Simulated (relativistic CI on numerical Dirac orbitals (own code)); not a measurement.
**One change at a time: Dy LXIV**

Base calculation: Dirac-Coulomb-Breit CI, separate exchange-only KLI orbitals for each configuration, a model potential for QED, unscaled Slater integrals.

Configuration list (outside the closed core 1s2): 2s, 2p, 3s, 3p, 3d, 4s, 4p, 4d, 4f, 5s, 5p, 5d, 5f, 5g, 6s, 6p, 6d. Levels of other configurations are missing.

Variants: (1) P86 correlation estimate; (2) QED terms removed; (3) non-relativistic limit. Shifts of the energy above 2s 2S_1/2, in eV, for the lowest level and the first level of each name with at least 55 % of one term (blank where a level changes its place among those of its configuration and J or its character, or is not in the variant):

| Level | Base | Δ(1) | Δ(2) | Δ(3) |
| --- | --- | --- | --- | --- |
| 2s 2S_1/2 | 0.0 | 0.0 | 0.0 | 0.0 |
| 2p 2P°_1/2 | 161.2 | -0.3 | +12.9 | -37.7 |
| 2p 2P°_3/2 | 1060.4 | -0.3 | +11.7 | -937.0 |
| 3s 2S_1/2 | 8594.9 | +0.5 | +9.7 | -728.5 |
| 3p 2P°_1/2 | 8638.8 | +0.5 | +13.5 | -737.8 |
| 3p 2P°_3/2 | 8906.6 | +0.5 | +13.2 | -1005.6 |
| 3d 2D_3/2 | 8918.4 | +0.6 | +13.8 | -1002.8 |
| 3d 2D_5/2 | 8996.5 | +0.6 | +13.6 | -1080.9 |
| 4s 2S_1/2 | 11547.3 | +0.9 | +12.1 | -942.7 |
| 4p 2P°_1/2 | 11565.1 | +0.9 | +13.7 | -946.2 |
| 4p 2P°_3/2 | 11677.5 | +0.9 | +13.5 | -1058.6 |
| 4d 2D_3/2 | 11682.5 | +1.0 | +13.8 | -1057.6 |
| 4d 2D_5/2 | 11715.6 | +1.0 | +13.7 | -1090.7 |
| 4f 2F°_5/2 | 11715.8 | +1.0 | +13.8 | -1090.5 |
| 4f 2F°_7/2 | 11731.9 | +1.0 | +13.7 | -1106.6 |
| 5s 2S_1/2 | 12893.9 | +1.2 | +12.9 | -1025.3 |
| 5p 2P°_1/2 | 12902.9 | +1.2 | +13.7 | -1026.9 |
| 5p 2P°_3/2 | 12960.1 | +1.2 | +13.6 | -1084.2 |
| 5d 2D_3/2 | 12962.6 | +1.2 | +13.8 | -1083.6 |
| 5d 2D_5/2 | 12979.6 | +1.2 | +13.7 | -1100.6 |
| 5f 2F°_5/2 | 12979.7 | +1.2 | +13.8 | -1100.5 |
| 5g 2G_7/2 | 12988.0 | +1.2 | +13.8 | -1108.8 |

At this charge energies of transitions that change n are usually good to better than 1 %, and those within a shell (Δn = 0) to a few per cent.

Ionisation energy from the two ground configurations alone: base 15226.9 eV; QED terms removed 15240.7 eV. The NIST ASD value (theoretical) is 15228.1 eV.
